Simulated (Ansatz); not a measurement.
Consider the redistribution: `C[CH2][Ge][Cl]` + `C[SiH3]` → `[CH3][Ge][Cl]` + `CC[SiH3]`.

Gas-phase electronic energies from Ansatz, PBE0-D4/def2-TZVP geometries. CCSD(T)/CBS adds triple-zeta CCSD(T) − MP2 to the extrapolated MP2 energy (def2 sets, frozen cores). This one scheme is used for every species. For Ge outer-core shells are correlated without core-valence functions, which leaves a few kJ/mol of doubt a bond. Scalar relativity is left out up to krypton. Each species was taken in one conformer, which may not be the lowest.

```tsv
species	CCSD(T)/CBS(def2) energy (Eh)
`C[CH2][Ge][Cl]`	-2615.03092
`C[SiH3]`	-330.73916
`[CH3][Ge][Cl]`	-2575.77362
`CC[SiH3]`	-369.99568
```

Task: Work out ΔE.

Result: ΔE = (-2575.77362) + (-369.99568) − (-2615.03092) − (-330.73916) = 0.00078 Eh = +0.02 eV.

Largest T1 diagnostic among the species: 0.012.

In def2-TZVPP, CCSD(T) changes the Hartree–Fock value by +0.04 eV (the triples alone add +0.01 eV) and MP2 by +0.05 eV. Leaving LDA and LC-ωPBE aside and taking each functional with its dispersion term where it has one, the values, not all of them listed here, spread over 0.02 eV, from ωB97X-V to BLYP-D4.
